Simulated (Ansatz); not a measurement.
Reactions of CH6NSbSi, SMILES `C[N]1[SiH2][SbH]1`.

Calculated with Ansatz (gas phase, PBE0-D4/def2-TZVP geometries, no zero-point term in ΔE). CCSD(T)/CBS adds triple-zeta CCSD(T) − MP2 to the extrapolated MP2 energy (def2 sets, frozen cores). This one scheme is used for every species, atoms too. For atomizations the MP2-based limit and the directly extrapolated one differ by several kJ/mol either way, and by 10 to 25 for some Ge, Se and Sn compounds, so smaller differences from it don't rank the levels. DFT in def2-TZVPP. B3LYP here is the variant with VWN-RPA as its local correlation; programs differ in this. Open shells (•) are unrestricted, without spin–orbit coupling. Spin–orbit coupling would lower the free atoms: a little for C, Si. Elements past krypton have def2 core potentials. Bonds to Sb are less sure, by a few kJ/mol each and by 10 to 20 or more in all where they break to atoms, as the def2 sets lack core-valence functions. Each species was taken in one conformer, which may not be the lowest.

```csv
reaction,CCSD(T)/CBS(def2) (kJ/mol)
`C[N]1[SiH2][SbH]1` → `[CH2]1N[SiH2][SbH]1`,-41
`C[N]1[SiH2][SbH]1` → `C1[NH][SbH][SiH2]1`,?
`C[N]1[SiH2][SbH]1` → C• + 6 H• + N• + Sb• + Si•,3141
`C[N]1[SiH2][SbH]1` → `C=N[SiH2][SbH2]`,-2
```

Q: Fill in the missing values. (An estimate is asked.)

A: Ansatz gave: `C[N]1[SiH2][SbH]1` → `C1[NH][SbH][SiH2]1`: +23.0 kJ/mol.

Largest T1 diagnostic: 0.015, for `C[N]1[SiH2][SbH]1`.
